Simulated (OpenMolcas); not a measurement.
Ti3+ (d1) on a cation site of an ionic host was computed by SS-CASPT2, IPEA 0.25 Eh, imaginary shift 0.1 Eh with the d shell active (OpenMolcas, ANO-RCC-VTZP on the metal). Its lowest spin-free states, and all those of the highest spin:

```
2S+1  Degeneracy  E (cm-1)
   2           3         0
   2           2     11640
```

**Question.** Is the site octahedral, tetrahedral or cube-like, axial, or of lower symmetry?

**Answer.** The states with 2S+1 = 2 have orbital degeneracies 3, 2. Threefold states need a cubic site. For d1 at this spin an octahedron puts the threefold T2 below the twofold E and a tetrahedron or cube puts the twofold E below the threefold T2, so the site is octahedral. The first gap at this spin, 11600 cm-1, is |10Dq| in ligand-field theory. The run had Ti3+ with its 6 nearest chloride ions at 2.496 Å, on the Y site of Cs2NaYCl6 (a = 10.7396 Å, distance in the model lattice 2.619 Å). The rest of the host is ab initio model potentials to 7.6 Å, with orthogonalisation functions on the cations behind the ligands, and point charges beyond; the distance is set by hand and nothing relaxes. Ligand basis ANO-RCC-VDZP.

Roots that are degenerate in the reference are averaged as groups; the widest CASPT2 spread within a group is 12 cm-1 (the 2-fold group of multiplicity 2 near 11600 cm-1 above the lowest state of its run). Shifts and gaps below about the spread of the groups concerned are not significant. Over all roots computed the reference weight is 0.68; a low but even weight reflects the number of correlated electrons. An orbital triplet at a regular site is open to Jahn-Teller coupling, which can distort the site and quench the lowest spin-orbit gaps and is left out. Ligand-to-metal charge-transfer states are missing. With one d shell and no ligand orbital active, 10Dq can be off by a tenth or more. No measured value stands beside these numbers; the geometry was set by hand and not optimised.
